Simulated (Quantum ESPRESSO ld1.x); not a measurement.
Problem. The mean radii <r> (bohr) of the occupied orbitals of an atom or ion are listed with their occupations. All-electron calculation, Dirac Kohn-Sham, LDA (Slater exchange, VWN5 correlation), spin-unpolarised, spherical densities, point nucleus. Program: ld1.x of Quantum ESPRESSO 7.5.

orbital  occ.      <r>
1s1/2       2  0.03264
2s1/2       2   0.1393
2p1/2       2   0.1180
2p3/2       4   0.1226
3s1/2       2   0.3381

Name the element and its charge. Open shells, if any, are shared by 2j + 1.

Solution. Z = 45, rhodium, charge +33: Rh33+ in [Ne] 3s2. The 1s radius gives Z: for a bare nucleus <r> = (2 gamma + 1)/(2Z) with gamma = sqrt(1 - (Z/c)^2), 0.0321 bohr for Z = 45, and screening makes it slightly larger (0.03264 here). The occupations add up to 12, and the charge is Z minus that.
